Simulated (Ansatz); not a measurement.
Born–Oppenheimer molecular dynamics of C2H7ClSn (11 atoms, charge 0, multiplicity 1). It starts at the highest image of a converged band. Of that band: Neighbouring images differ by up to 2.4 eV, so the band resolves the path poorly. A vibrational analysis at the climbing image gives one clearly imaginary mode, 1125i cm⁻¹: a first-order saddle point.

All numbers below come from RKS PBE0-D4/def2-SVP in Ansatz.

```
ensemble                      : NVE (velocity Verlet)
time step                     : 0.5 fs
steps asked                   : 200
starting velocities drawn for : 100 K
seed                          : 7790
```

Frames 1 fs apart, positions in Å.

Velocities at 80.0 fs (Å/ps):

```
Sn -4.59 -0.49 0.56
H -86.47 13.19 -44.53
C 38.04 4.69 -1.18
H 58.55 5.93 -17.95
H 59.68 -27.55 -4.21
H -21.64 -19.12 54.48
C 5.80 -11.01 -2.33
H -0.52 -4.73 10.87
H -4.83 -10.88 -1.60
H -4.21 1.42 -14.75
Cl 0.51 4.97 -0.18
```

```xyz
11
Properties=species:S:1:pos:R:3 time_fs=80.0 energy_less_start_eV=-2.250 T=2018
Sn -0.699 -0.026 0.770
H 4.585 0.562 0.666
C 3.601 0.358 0.480
H 3.415 -0.637 0.910
H 3.050 1.042 1.127
H 3.341 0.512 -0.572
C -0.661 1.378 -0.858
H -1.652 1.866 -0.940
H 0.054 2.162 -0.605
H -0.365 0.892 -1.800
Cl -0.469 -2.003 -0.664
11
Properties=species:S:1:pos:R:3 time_fs=81.0 energy_less_start_eV=-1.560 T=1446
Sn -0.703 -0.026 0.771
H 4.522 0.580 0.624
C 3.638 0.363 0.479
H 3.473 -0.632 0.889
H 3.107 1.018 1.123
H 3.318 0.492 -0.519
C -0.655 1.367 -0.861
H -1.651 1.861 -0.929
H 0.051 2.152 -0.606
H -0.370 0.894 -1.814
Cl -0.469 -1.998 -0.664
11
Properties=species:S:1:pos:R:3 time_fs=82.0 energy_less_start_eV=-1.511 T=1404
Sn -0.708 -0.027 0.772
H 4.550 0.620 0.591
C 3.668 0.365 0.478
H 3.529 -0.632 0.866
H 3.154 1.002 1.127
H 3.292 0.471 -0.480
C -0.650 1.356 -0.863
H -1.649 1.853 -0.921
H 0.052 2.148 -0.607
H -0.376 0.896 -1.828
Cl -0.468 -1.993 -0.664
11
Properties=species:S:1:pos:R:3 time_fs=83.0 energy_less_start_eV=-2.144 T=1929
Sn -0.713 -0.028 0.772
H 4.666 0.681 0.563
C 3.692 0.364 0.477
H 3.584 -0.639 0.842
H 3.187 0.999 1.141
H 3.259 0.451 -0.463
C -0.645 1.345 -0.867
H -1.643 1.843 -0.913
H 0.057 2.147 -0.608
H -0.384 0.900 -1.841
Cl -0.468 -1.988 -0.664
11
Properties=species:S:1:pos:R:3 time_fs=84.0 energy_less_start_eV=-2.254 T=2030
Sn -0.717 -0.028 0.773
H 4.811 0.749 0.532
C 3.716 0.363 0.478
H 3.639 -0.654 0.820
H 3.207 1.007 1.168
H 3.221 0.434 -0.467
C -0.640 1.335 -0.870
H -1.634 1.831 -0.908
H 0.064 2.147 -0.609
H -0.393 0.903 -1.852
Cl -0.467 -1.982 -0.664
11
Properties=species:S:1:pos:R:3 time_fs=85.0 energy_less_start_eV=-1.913 T=1742
Sn -0.722 -0.029 0.773
H 4.942 0.809 0.496
C 3.741 0.363 0.478
H 3.695 -0.676 0.801
H 3.221 1.019 1.202
H 3.183 0.419 -0.482
C -0.636 1.326 -0.874
H -1.625 1.818 -0.904
H 0.072 2.147 -0.612
H -0.402 0.907 -1.861
Cl -0.467 -1.977 -0.664
11
Properties=species:S:1:pos:R:3 time_fs=86.0 energy_less_start_eV=-1.475 T=1369
Sn -0.726 -0.030 0.774
H 5.040 0.855 0.454
C 3.768 0.363 0.479
H 3.754 -0.701 0.785
H 3.234 1.029 1.235
H 3.151 0.407 -0.497
C -0.632 1.317 -0.877
H -1.616 1.805 -0.901
H 0.079 2.145 -0.616
H -0.410 0.910 -1.870
Cl -0.466 -1.972 -0.663
11
Properties=species:S:1:pos:R:3 time_fs=87.0 energy_less_start_eV=-1.180 T=1117
Sn -0.731 -0.031 0.775
H 5.098 0.884 0.409
C 3.796 0.366 0.480
H 3.816 -0.722 0.771
H 3.253 1.031 1.263
H 3.133 0.397 -0.501
C -0.627 1.310 -0.881
H -1.609 1.793 -0.899
H 0.083 2.138 -0.624
H -0.418 0.911 -1.879
Cl -0.466 -1.966 -0.663
11
Properties=species:S:1:pos:R:3 time_fs=88.0 energy_less_start_eV=-1.163 T=1103
Sn -0.735 -0.032 0.775
H 5.113 0.895 0.362
C 3.826 0.369 0.481
H 3.880 -0.734 0.758
H 3.280 1.021 1.281
H 3.132 0.390 -0.491
C -0.622 1.303 -0.885
H -1.606 1.783 -0.899
H 0.086 2.128 -0.633
H -0.424 0.910 -1.887
Cl -0.465 -1.961 -0.663
11
Properties=species:S:1:pos:R:3 time_fs=89.0 energy_less_start_eV=-1.453 T=1350
Sn -0.740 -0.033 0.776
H 5.087 0.890 0.316
C 3.856 0.374 0.481
H 3.946 -0.733 0.746
H 3.316 0.999 1.288
H 3.150 0.387 -0.466
C -0.616 1.297 -0.888
H -1.607 1.775 -0.900
H 0.087 2.115 -0.645
H -0.430 0.907 -1.895
Cl -0.465 -1.955 -0.662
11
Properties=species:S:1:pos:R:3 time_fs=90.0 energy_less_start_eV=-1.938 T=1763
Sn -0.744 -0.034 0.777
H 5.021 0.869 0.271
C 3.888 0.380 0.480
H 4.012 -0.719 0.734
H 3.362 0.968 1.287
H 3.184 0.386 -0.427
C -0.611 1.292 -0.892
H -1.610 1.768 -0.902
H 0.088 2.102 -0.657
H -0.433 0.902 -1.903
Cl -0.465 -1.950 -0.662
11
Properties=species:S:1:pos:R:3 time_fs=91.0 energy_less_start_eV=-2.307 T=2072
Sn -0.749 -0.035 0.777
H 4.925 0.835 0.230
C 3.921 0.386 0.479
H 4.077 -0.694 0.723
H 3.413 0.930 1.281
H 3.230 0.388 -0.380
C -0.606 1.287 -0.896
H -1.613 1.764 -0.904
H 0.092 2.090 -0.671
H -0.435 0.894 -1.909
Cl -0.464 -1.944 -0.661
```

Of the whole run (100 fs, mean temperature of the second half 1573 K): The conserved energy stayed within 1.8 meV per atom of its start (net change 0.27 meV per atom), so the integration is sound. The system heated up, since it started high on the potential surface and ran downhill. A run of 0.1 ps of so small a system gives no equilibrium averages. The orbitals stay closed-shell, which can raise the energy where a bond breaks towards radicals; this wasn't checked here.

Time of the run: 6.4 min on 2 threads of Intel(R) Xeon(R) 6975P-C (Granite Rapids), on a shared host, peak memory 0.27 GiB.
